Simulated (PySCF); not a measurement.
## Level sweep

Species: CH₈BrNSi₂.
InChI=1S/CH8BrNSi2/c1-5(3)4-2/h5H,3-4H2,1H3/t5-/m0/s1

PySCF, dipoles from the SCF density, polarisabilities from static response with core orbitals frozen. Isolated species at its PBE0-D3(BJ)/def2-SVP geometry (one conformer only). The LDA/def2-SVPD calculation is non-relativistic and has no spin–orbit coupling, an omission that weighs most on bromine.

The anisotropy is √(½[(α1 − α2)² + (α2 − α3)² + (α3 − α1)²]).

```csv
level,μ (D),α (au),anisotropy (au)
LDA/def2-SVPD,2.308,105.82,34.45
PBE/def2-SVPD,2.257,104.17,34.09
B3LYP/def2-SVPD,2.305,100.61,31.65
PBE0/def2-SVPD,2.326,99.79,31.45
BHandHLYP/def2-SVPD,2.375,96.38,29.17
CAM-B3LYP/def2-SVPD,2.349,98.61,29.91
wB97X-D/def2-SVPD,2.363,98.62,29.83
LC-wPBE/def2-SVPD,2.379,96.20,28.59
HF/def2-SVPD,2.481,91.90,26.04
PBE0/6-31G*,2.692,80.22,30.65
PBE0/def2-SVP,2.363,83.48,28.00
PBE0/aug-cc-pVDZ,2.339,101.15,31.82
PBE0/def2-TZVP,2.299,94.43,31.86
PBE0/def2-TZVPD,2.290,101.15,31.71
```

The dipole runs from 2.26 D (PBE/def2-SVPD) to 2.69 D (PBE0/6-31G*). No reference polarisability is at hand; against PBE0 in the largest diffuse basis at hand (def2-TZVPD) the other PBE0 rows deviate by 6-31G* -21%, def2-SVP -17%, def2-SVPD -1%, aug-cc-pVDZ 0%, def2-TZVP -7%. In one basis (def2-SVPD) the functionals order the polarisability from HF (lowest) to LDA (highest), a spread of 15%. With PBE0 the polarisability is 86.04 au without diffuse functions (mean of 6-31G*, def2-SVP and def2-TZVP) and 100.70 au with them (mean of def2-SVPD, aug-cc-pVDZ and def2-TZVPD).

Without π bonds the low states are Rydberg-like; a valence basis with one diffuse set may place them up to an eV too high.
